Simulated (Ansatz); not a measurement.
Species: [Zr(H)4] (charge 0, multiplicity 1), formula H4Zr.

### Question
How many basis functions does frozen-core CCSD(T)/def2-TZVPP // BP86-D3(BJ)/def2-SVP run with Ansatz (a program for electronic structure) use, how many core orbitals are frozen, and how many electrons are correlated?

### Answer
112 basis functions and 0 frozen orbitals, which leaves 16 correlated electrons. Core time is of the order of seconds.
